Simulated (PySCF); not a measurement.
CBr3, SMILES Br[C+](Br)Br, charge +1. Atoms are numbered in the order given.

```xyz
4

C      0.0000     0.0000     0.0000
Br     1.8217     0.0000     0.0000
Br    -0.9108     1.5776     0.0000
Br    -0.9108    -1.5776     0.0000
```
Charge +1, spin multiplicity 1.

The structure is a stationary point at B3LYP-D3(BJ)/def2-SVP.

Two levels are set side by side: PBE/pcSseg-1 (PySCF) and PBE0/pcSseg-1 (PySCF). GIAO shifts against TMS (¹³C) at the same level; non-relativistic, no solvent, atoms listed together averaged. Without spin–orbit terms, shifts of atoms bonded to Cl or Br come out too high at both levels. Differences are taken from unrounded values.

| quantity | PBE |
|---|---|
| δ(¹³C) of C1 (ppm) | 285.2 |

These are the PBE values. What does PBE0 give? (Estimate from the structure and the level; the computed values follow.)


```json
[
 {"quantity": "δ(¹³C) of C1 (ppm)", "PBE0": "315.7", "PBE minus PBE0": "-30.6"}
]
```

Rough cost on one machine, each run with all the roots and properties that it gave: PBE0 against PBE within a factor of 2.
